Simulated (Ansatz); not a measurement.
CH2NO (SMILES N[C]=O), doublet, geometry from GFN2-xTB; CCSD on PBE0/6-31G** (Ansatz, a quantum-chemistry and plane-wave program).

Input for Ansatz:
Ansatz 0.2 input:
```yaml
crystal:
  periodic: [false, false, false]
  atoms:
    - {symbol: N, position_ang: [-1.08420812, 0.03469576, -0.00352205]}
    - {symbol: C, position_ang: [0.16954069, -0.37867263, 0.00597592]}
    - {symbol: O, position_ang: [1.21907875, 0.20488536, 0.00041512]}
    - {symbol: H, position_ang: [-1.34378385, 1.02225370, -0.01859874]}
    - {symbol: H, position_ang: [-1.83663339, -0.63217112, 0.00407662]}
basis:
  gaussian:
    orbitals: 6-31G__.json
hamiltonian:
  xc: pbe0
magnetization: {spin_polarized: true, initial_magnetization: 1}
correlation: {method: ccsd}
```
The basis file holds 6-31G** in the JSON format of the Basis Set Exchange.

The log (banner, timings and long lists left out):

```
Functional definition: PBE0
513 factors; integrals over basis functions are off by at most 1.5e-3 eV
mean field evaluation 1: about -4596.2186 eV, gradient 3.2e1 eV
mean field evaluation 2: about -4596.3706 eV, gradient 3.2e1 eV
mean field evaluation 4: about -4599.5725 eV, gradient 1.2e1 eV
mean field evaluation 8: about -4600.1207 eV, gradient 8.0e-1 eV
mean field evaluation 16: about -4600.1237 eV, gradient 2.7e-4 eV
mean field -4600.12373748 eV, -169.0514292765 hartree, gradient 1.8e-6 eV, S^2 0.753220; 0 other end points of the search recorded, 0 dependent functions left out
3 core orbitals not correlated
reference -4579.54445532 eV, -168.2951546062 hartree; 9, 8 occupied and 43, 44 virtual orbitals, 513 factors
second order -13.06707422 eV of doubles, -0.33026183 eV of singles
cycle   1  -12.67555755 eV  change    7.0e-1 eV  update   1.2e-1
cycle   2  -13.09379664 eV  change   -4.2e-1 eV  update   4.4e-2
cycle   3  -13.18383506 eV  change   -9.0e-2 eV  update   1.2e-2
cycle   4  -13.18954073 eV  change   -5.7e-3 eV  update   3.7e-3
cycle   5  -13.18790485 eV  change    1.6e-3 eV  update   1.7e-3
cycle   6  -13.18766721 eV  change    2.4e-4 eV  update   6.3e-4
cycle   7  -13.18745482 eV  change    2.1e-4 eV  update   2.5e-4
cycle   8  -13.18748695 eV  change   -3.2e-5 eV  update   8.8e-5
cycle   9  -13.18752552 eV  change   -3.9e-5 eV  update   3.7e-5
cycle  10  -13.18751785 eV  change    7.7e-6 eV  update   1.3e-5
Total energy: -4592.73197317 eV, -168.7797869484 hartree
```
